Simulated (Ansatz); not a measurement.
Job for Ansatz (a program for electronic structure): U-r2SCAN/def2-TZVPP on GaH (SMILES [GaH]), 2S+1 = 3, a spin state set in the input, which need not be the lowest, at the other state's geometry.

Ansatz 0.2 input:
```yaml
crystal:
  periodic: [false, false, false]
  atoms:
    - {symbol: Ga, position_ang: [-0.00000000, -0.00000000, -0.05278339]}
    - {symbol: H, position_ang: [0.00000000, 0.00000000, 1.63628517]}
basis:
  gaussian:
    orbitals: def2-TZVPP
hamiltonian:
  xc: {name: r2SCAN}
magnetization: {spin_polarized: true, initial_magnetization: 2}
```

The head of its log:

```
WARN ansatz: RAYON_NUM_THREADS=2 ignored (pool sized by the plan → 2); use --threads N
Functional definition: r2SCAN
integrals: 0.01 GiB planned
427 factors; their error is unknown
mean field: 0.18 GiB planned
mean field evaluation 1: about -52390.2201 eV, gradient 1.4e1 eV
mean field evaluation 2: about -52389.6882 eV, gradient 2.1e1 eV
```

Q: What total energy does the run end on?

A: -1925.3273 hartree.
